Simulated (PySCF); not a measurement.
## Electron correlation in Br⁺ (bromine, charge +1)

[Ar] 3d10 4s2 4p4, high-spin 3P determinant. All numbers are calculated (PySCF 2.14, scalar relativity by spin-free X2C-1e, in x2c-SVPall). Frozen: [Ar] 3d10; 6 electrons correlated.

MP2 pair energies summed by pair of shells (mhartree):

| pair | energy | share (%) |
| --- | --- | --- |
| 4p-4p | -37.50 | 48.5 |
| 4s-4p | -33.46 | 43.3 |
| 4s-4s | -6.29 | 8.1 |

Total MP2 correlation energy: -77.24 mhartree.

Same-spin part -19.05 and opposite-spin part -58.19 mhartree; SCS-MP2 scales them by 1/3 and 6/5 to -76.18 mhartree.

| level | correlation energy (mhartree) |
| --- | --- |
| CCSD | -93.23 |
| (T) | -1.12 |
| CCSD(T) | -94.35 |

Diagnostics: T1 = 0.0060, D1 = 0.0200, largest double amplitude 0.053.

Cost of the coupled-cluster step: 0.16 s of wall time on 1 thread of Neoverse-V1 (shared host), for 6 correlated electrons.
